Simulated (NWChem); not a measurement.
System: C$_{3}$H$_{4}$ClF; SMILES C(=C(\F)C)/Cl

Here is an NWChem input.

```
start job
memory heap 200 mb stack 900 mb global 1100 mb
geometry units angstroms noautosym nocenter noautoz
  C     -1.422875     1.035822     0.000000
  C      0.046481     0.857251     0.000000
  F      0.725513     2.010645     0.000000
  C      0.759666    -0.272560     0.000000
  Cl     0.049839    -1.841226     0.000000
  H     -1.733602     1.609553     0.887607
  H     -1.933888     0.066197     0.000000
  H     -1.733602     1.609553    -0.887607
  H      1.850360    -0.248299     0.000000
end
basis spherical
  C library 6-31g*
  F library 6-31g*
  Cl library 6-31g*
  H library 6-31g*
end
dft
  xc m06-2x
  iterations 150
end
cosmo
  dielec 37.5
end
task dft energy
```

Output (shortened):

```
             Northwest Computational Chemistry Package (NWChem) 7.3.0
             --------------------------------------------------------

                             Geometry "geometry" -> ""
                             -------------------------

 Output coordinates in angstroms (scale by  1.889725989 to convert to a.u.)

  No.       Tag          Charge          X              Y              Z
 ---- ---------------- ---------- -------------- -------------- --------------
    1 C                    6.0000    -1.42287500     1.03582200     0.00000000
    2 C                    6.0000     0.04648100     0.85725100     0.00000000
    3 F                    9.0000     0.72551300     2.01064500     0.00000000
    4 C                    6.0000     0.75966600    -0.27256000     0.00000000
    5 Cl                  17.0000     0.04983900    -1.84122600     0.00000000
    6 H                    1.0000    -1.73360200     1.60955300     0.88760700
    7 H                    1.0000    -1.93388800     0.06619700     0.00000000
    8 H                    1.0000    -1.73360200     1.60955300    -0.88760700
    9 H                    1.0000     1.85036000    -0.24829900     0.00000000

 Effective nuclear repulsion energy (a.u.)     210.6663622974

                                 NWChem DFT Module
                                 -----------------

 Summary of "ao basis" -> "ao basis" (spherical)
 ------------------------------------------------------------------------------
       Tag                 Description            Shells   Functions and Types
 ---------------- ------------------------------  ------  ---------------------
 C                           6-31g*                  6       14   3s2p1d
 F                           6-31g*                  6       14   3s2p1d
 Cl                          6-31g*                  8       18   4s3p1d
 H                           6-31g*                  2        2   2s

 in cosmo_initialize ...

 solvent parameters
 solvname_short: unkn
 solvname_long:  unknown
 dielec:       37.5000

          ---------------
          -cosmo- solvent
          ---------------
 Cosmo: York-Karplus, doi: 10.1021/jp992097l
 dielectric constant -eps-     =  37.50
 screen = (eps-1)/(eps    )    =   0.97333
 surface charge correction     = lagrangian

   van der Waals surface
 --------------------------

[...]

                                   COSMO solvation results
                                   -----------------------

                 gas phase energy =      -676.605835745488
                 sol phase energy =      -676.609563674539
 (electrostatic) solvation energy =         0.003727929051 (    2.34 kcal/mol)

                       DFT Final Molecular Orbital Analysis
                       ------------------------------------

 Vector   22  Occ=2.000000D+00  E=-4.329884D-01
              MO Center=  6.9D-02, -1.2D+00, -2.3D-09, r^2= 2.5D+00
   Bfn.  Coefficient  Atom+Function         Bfn.  Coefficient  Atom+Function
  ----- ------------  ---------------      ----- ------------  ---------------
    65      0.609930  5 Cl pz                69      0.309139  5 Cl pz
    61     -0.236485  5 Cl pz                47      0.226409  4 C  pz
    51      0.160190  4 C  pz                 5     -0.126914  1 C  pz
    33     -0.081312  3 F  pz                19      0.076040  2 C  pz
    75     -0.071755  6 H  s                 79      0.071755  8 H  s

 Vector   23  Occ=2.000000D+00  E=-3.823962D-01
              MO Center=  1.3D-01, -1.5D+00, -3.8D-11, r^2= 2.1D+00
   Bfn.  Coefficient  Atom+Function         Bfn.  Coefficient  Atom+Function
  ----- ------------  ---------------      ----- ------------  ---------------
    63      0.636568  5 Cl px                67      0.345963  5 Cl px
    64     -0.250969  5 Cl py                59     -0.244288  5 Cl px
    68     -0.149175  5 Cl py                45     -0.147265  4 C  px
    82     -0.140237  9 H  s                 81     -0.122658  9 H  s
    20      0.117354  2 C  s                 18     -0.104201  2 C  py

 Vector   24  Occ=2.000000D+00  E=-2.988449D-01
              MO Center=  2.5D-01, -9.5D-02, -2.5D-09, r^2= 2.8D+00
   Bfn.  Coefficient  Atom+Function         Bfn.  Coefficient  Atom+Function
  ----- ------------  ---------------      ----- ------------  ---------------
    65      0.387299  5 Cl pz                47     -0.365277  4 C  pz
    19     -0.343094  2 C  pz                51     -0.297393  4 C  pz
    69      0.256810  5 Cl pz                23     -0.209305  2 C  pz
    33      0.205651  3 F  pz                37      0.174290  3 F  pz
    61     -0.146387  5 Cl pz                76      0.106095  6 H  s

 Vector   25  Occ=0.000000D+00  E= 5.391229D-02
              MO Center=  1.8D-01,  3.8D-01,  1.7D-09, r^2= 2.6D+00
   Bfn.  Coefficient  Atom+Function         Bfn.  Coefficient  Atom+Function
  ----- ------------  ---------------      ----- ------------  ---------------
    51     -0.617971  4 C  pz                23      0.584575  2 C  pz
    19      0.474360  2 C  pz                47     -0.389570  4 C  pz
    76     -0.321610  6 H  s                 80      0.321610  8 H  s
    69      0.185763  5 Cl pz                37     -0.176410  3 F  pz
    33     -0.157336  3 F  pz                65      0.136596  5 Cl pz

 Vector   26  Occ=0.000000D+00  E= 8.544138D-02
              MO Center=  2.6D-01, -1.1D+00, -1.5D-09, r^2= 3.0D+00
   Bfn.  Coefficient  Atom+Function         Bfn.  Coefficient  Atom+Function
  ----- ------------  ---------------      ----- ------------  ---------------
    48      0.978903  4 C  s                 68     -0.905715  5 Cl py
    50     -0.782308  4 C  py                66     -0.763067  5 Cl s
    67     -0.416147  5 Cl px                64     -0.380113  5 Cl py
    46     -0.355991  4 C  py                49     -0.238165  4 C  px
    62     -0.235172  5 Cl s                 34      0.220682  3 F  s

[...]
```

Level: M06-2X/6-31G* (spherical d), COSMO on the gas-phase geometry. The geometry was optimised at PBE0/def2-SVP. COSMO prints the solvation energy as gas minus solution, so a positive value is a stabilisation.
